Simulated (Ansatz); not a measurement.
CH7ClOSi2 can be A, `O[SiH]([SiH3])CCl`, or B, `[SiH3]CO[SiH2]Cl`.

Program: Ansatz. Geometries: PBE0-D4/def2-TZVP. ΔE: electronic, gas phase. CCSD(T)/CBS adds triple-zeta CCSD(T) − MP2 to the extrapolated MP2 energy (def2 sets, frozen cores). Functionals use def2-TZVPP. B3LYP here is the variant with VWN-RPA as its local correlation; programs differ in this. Each species was taken in one conformer, which may not be the lowest.

Which isomer does CCSD(T)/CBS put lower? Give the gap. (Estimate.)

Ansatz gave: B, by 67.9 kJ/mol.

Give E(B) − E(A) in kJ/mol with CCSD/def2-TZVPP, r2SCAN-D4, CCSD(T)/def2-TZVPP, PBE-D4, PBE0-D4, B3LYP, B2PLYP. (An estimate is asked.)

Computed: CCSD/def2-TZVPP -73.0, r2SCAN-D4 -66.2, CCSD(T)/def2-TZVPP -69.8, PBE-D4 -53.2, PBE0-D4 -58.7, B3LYP -73.5, B2PLYP -74.9. None reverses the order clearly.

Largest T1 diagnostic: 0.011.

In def2-TZVPP, CCSD(T) changes the Hartree–Fock value by +24.0 kJ/mol (the triples alone add +3.2 kJ/mol) and MP2 by +19.2 kJ/mol. From PBE to PBE0 (25 % exact exchange), in def2-TZVPP and without D4, E(B) − E(A) moves by −5.4 kJ/mol.
